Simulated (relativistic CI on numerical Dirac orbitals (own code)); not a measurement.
Bi V: q coefficients and field-shift factors

Computed by Dirac-Coulomb-Breit CI, KLI orbitals optimised for each configuration, valence Slater integrals scaled by 0.85, P86 correlation energy added to each configuration, derivatives by finite differences, QED left out (own radial code, finite nucleus).

Configuration list (outside the closed core [Xe] 4f14): 5d¹⁰6s, 5d¹⁰6p, 5d¹⁰6d, 5d⁹6s², 5d¹⁰6f, 5d¹⁰7s, 5d⁸6s6p², 5d⁹6s5f. Levels of other configurations are missing.

With x = (α/α₀)² − 1 an excitation energy changes as ω = ω₀ + qx; K = 2q/ω₀ is the relative enhancement. Terms are leading LS components, so labels can repeat. The field-shift factor is F = δν/δ⟨r²⟩ for the transition from the lowest level.

Lowest level 5d¹⁰6s ²S1/2.

```tsv
Level	ω₀ (cm⁻¹)	q (cm⁻¹)	K	F (GHz/fm²)
5d¹⁰6p ²P°1/2	86866	23210	0.534	-150
5d¹⁰6p ²P°3/2	113782	60450	1.06	-160
5d⁹6s² ²D5/2	147841	-96600	-1.31	191
5d⁹6s² ²D3/2	171762	-74040	-0.862	194
5d¹⁰6d ²D3/2	218842	64690	0.591	-160
5d¹⁰6d ²D5/2	221878	68050	0.613	-161
5d¹⁰7s ²S1/2	227405	47420	0.417	-114
5d¹⁰6f ²F°7/2	319585	67510	0.422	-159
5d¹⁰6f ²F°5/2	319661	67680	0.423	-159
5d⁹6s5f ⁴P°1/2	387473	-26680	-0.138	33.2
5d⁹6s5f ⁴P°3/2	389390	-26180	-0.134	33.3
5d⁹6s5f ⁴H°13/2	392107	-27740	-0.141	33.9
5d⁹6s5f ⁴P°5/2	392238	-26020	-0.133	33.3
5d⁹6s5f ⁴H°11/2	394567	-26670	-0.135	32.9
5d⁹6s5f ⁴F°7/2	396548	-27820	-0.14	34
5d⁹6s5f ⁴H°9/2	397088	-26420	-0.133	32.5
5d⁹6s5f ⁴F°5/2	397728	-26840	-0.135	32.8
5d⁹6s5f ⁴F°9/2	397761	-27040	-0.136	32.9
5d⁹6s5f ²P°1/2	398227	-24750	-0.124	28.4
5d⁹6s5f ²D°3/2	398429	-26760	-0.134	32.2
5d⁹6s5f ⁴G°11/2	399533	-28280	-0.142	34.1
5d⁹6s5f ²P°3/2	400316	-24650	-0.123	30
5d⁹6s5f ⁴G°7/2	401018	-26280	-0.131	32.7
```

At this charge configurations can still be misplaced by up to about 7 % of their energy. Levels and lines within the n = 5 or 6 shells can be off by up to 10 % or somewhat more, and those that change n by about 2 %, since core polarisation is missing. Levels that differ in their count of f electrons can be misplaced by several ten thousand cm⁻¹, since the correlation energy of f electrons is missing or only estimated; rates across such gaps can be off by orders of magnitude.
